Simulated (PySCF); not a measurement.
Molfile (atoms numbered from 1):
```
C3H4Cl2OSi
     RDKit          3D

 11 10  0  0  0  0  0  0  0  0999 V2000
    2.5644   -0.9111    0.2851 C   0  0  0  0  0  0  0  0  0  0  0  0
    1.5705   -0.2310    0.1098 C   0  0  0  0  0  0  0  0  0  0  0  0
    0.0625    0.7846   -0.1232 Si  0  0  1  0  0  4  0  0  0  0  0  0
   -0.3144    1.0083   -1.7142 O   0  0  0  0  0  0  0  0  0  0  0  0
   -1.3419   -0.1803    0.7329 C   0  0  0  0  0  0  0  0  0  0  0  0
   -1.6742   -1.6293   -0.2684 Cl  0  0  0  0  0  0  0  0  0  0  0  0
   -2.7834    0.8471    0.9013 Cl  0  0  0  0  0  0  0  0  0  0  0  0
    3.4427   -1.5141    0.4349 H   0  0  0  0  0  0  0  0  0  0  0  0
    0.2233    2.1197    0.4946 H   0  0  0  0  0  0  0  0  0  0  0  0
   -0.6321    0.2281   -2.1823 H   0  0  0  0  0  0  0  0  0  0  0  0
   -1.0810   -0.5480    1.7341 H   0  0  0  0  0  0  0  0  0  0  0  0
  1  2  3  0
  2  3  1  0
  3  4  1  0
  3  5  1  0
  5  6  1  0
  5  7  1  0
  1  8  1  0
  3  9  1  1
  4 10  1  0
  5 11  1  0
M  END
```

Geometry: PBE0-D3(BJ)/def2-SVP; GIAO shifts from PySCF, gas phase, non-relativistic, averaged over equivalent atoms.

At PBE0/STO-3G (51 basis functions, 5 s wall time on 1 thread of an Arm Neoverse V1, shared host):
```json
{"atoms": "C1", "δ (ppm)": "82.7"}
{"atoms": "C5", "δ (ppm)": "67.5"}
{"atoms": "C2", "δ (ppm)": "62.8"}
{"atoms": "Si3", "δ (ppm)": "-44.0"}
{"atoms": "O4", "δ (ppm)": "-71.6"}
{"atoms": "Cl7", "δ (ppm)": "65.0"}
{"atoms": "Cl6", "δ (ppm)": "55.7"}
{"atoms": "H11", "δ (ppm)": "3.76"}
{"atoms": "H9", "δ (ppm)": "3.29"}
{"atoms": "H8", "δ (ppm)": "2.69"}
{"atoms": "H10", "δ (ppm)": "-1.87"}
```

References, each an isolated molecule treated in the same way: $^{13}$C (σ = 234.69 ppm) and $^{29}$Si (σ = 517.60 ppm) and $^{1}$H (σ = 32.60 ppm) against TMS; H2O for $^{17}$O (σ = 341.71 ppm); $^{35}$Cl (σ = 1025.84 ppm) against HCl.

Q: Predict the values at PBE0/cc-pVTZ on the same geometry.

A: 
```json
{"atoms": "C1", "δ at PBE0/cc-pVTZ": "100.7", "change": "+18.0"}
{"atoms": "C5", "δ at PBE0/cc-pVTZ": "73.0", "change": "+5.5"}
{"atoms": "C2", "δ at PBE0/cc-pVTZ": "86.0", "change": "+23.2"}
{"atoms": "Si3", "δ at PBE0/cc-pVTZ": "-33.8", "change": "+10.2"}
{"atoms": "O4", "δ at PBE0/cc-pVTZ": "21.4", "change": "+93.0"}
{"atoms": "Cl7", "δ at PBE0/cc-pVTZ": "187.2", "change": "+122.2"}
{"atoms": "Cl6", "δ at PBE0/cc-pVTZ": "170.1", "change": "+114.4"}
{"atoms": "H11", "δ at PBE0/cc-pVTZ": "5.45", "change": "+1.69"}
{"atoms": "H9", "δ at PBE0/cc-pVTZ": "4.83", "change": "+1.54"}
{"atoms": "H8", "δ at PBE0/cc-pVTZ": "2.18", "change": "-0.51"}
{"atoms": "H10", "δ at PBE0/cc-pVTZ": "1.94", "change": "+3.81"}
```

Scale: $^{13}$C (σref 187.29) and $^{29}$Si (σref 360.00) and $^{1}$H (σref 31.29) vs TMS; $^{17}$O (σref 334.84) vs H2O; $^{35}$Cl (σref 952.42) vs HCl (reference shieldings calculated alike).

The largest change is at Cl7 (chlorine bonded to C). Cost: 278 basis functions, 53 s wall time on 1 thread of an Arm Neoverse V1, shared host. The order of the carbon signals changes between the two levels.

Carbons that carry Cl, above all several Cl atoms, come out too deshielded, partly because spin–orbit coupling is missing. Experimental scales use liquid or dissolved standards, which lie at an offset from isolated H2O (liquid H2O: subtract about 36 ppm).
